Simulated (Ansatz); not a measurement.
`O=C=[N][Ga]([F])[F]` + HBr → `[F][Ga]([F])[Br]` + `N=C=O` at 700 K and 1 bar (ligand exchange at a Ga–N bond).

Calculated with Ansatz (gas phase, PBE0-D4/def2-TZVP geometries, no zero-point term in ΔE). CCSD(T)/CBS is the MP2 limit (def2-TZVPP, def2-QZVPP) plus CCSD(T) − MP2 in def2-TZVPP, frozen cores. This one scheme is used for every species. For Br, Ga outer-core shells are correlated without core-valence functions, which leaves a few kJ/mol of doubt a bond. Scalar relativity is left out up to krypton. One conformer a species, not always the lowest.

```tsv
species	CCSD(T)/CBS energy (Eh)	H − E (kJ/mol)	S (J/(mol·K))
`O=C=[N][Ga]([F])[F]`	-2291.56165	110.2	452.3
HBr	-2573.91920	36.5	223.7
`[F][Ga]([F])[Br]`	-4696.97905	60.6	389.2
`N=C=O`	-168.51995	89.3	283.6
```

H − E and S are ideal-gas, rigid-rotor, harmonic terms from PBE0-D4/def2-TZVP, for one conformer and one mirror image of each species. 1 Eh = 2625.50 kJ/mol, R = 8.31446 J/(mol·K).

By hand: ΔE, ΔH, ΔS and ΔG.

ΔE = (-4696.97905) + (-168.51995) − (-2291.56165) − (-2573.91920) = -0.01815 Eh = -47.7 kJ/mol. Δ(H − E) = 60.6 + 89.3 − 110.2 − 36.5 = 3.2, so ΔH = -44.5 kJ/mol. ΔS = 389.2 + 283.6 − 452.3 − 223.7 = -3.2 J/(mol·K). ΔG = -44.5 − 700 × (-3.2)/1000 = -42.3 kJ/mol.

By hand: the equilibrium constant, and the temperature at which ΔG would vanish if ΔH and ΔS stayed fixed.

log₁₀ K = −ΔG/(RT ln 10) = 3.2. ΔG = 0 at ΔH/ΔS = 13906 K, far beyond where these terms or the molecules hold.

The number of gas molecules stays the same, so ΔS is small and ΔH decides. A doubt of 5 kJ/mol in ΔE shifts log₁₀ K by 0.4 here. Other conformers and mirror images would add mixing entropy, several J/(mol·K) or more a flexible species. Modes under 60 cm⁻¹, often nearly free rotors, make the harmonic entropy too high. These are equilibria of isolated gas molecules and say nothing of rates. Largest T1 diagnostic: 0.018 (customary marks: 0.02 for closed shells, 0.045 for open ones).
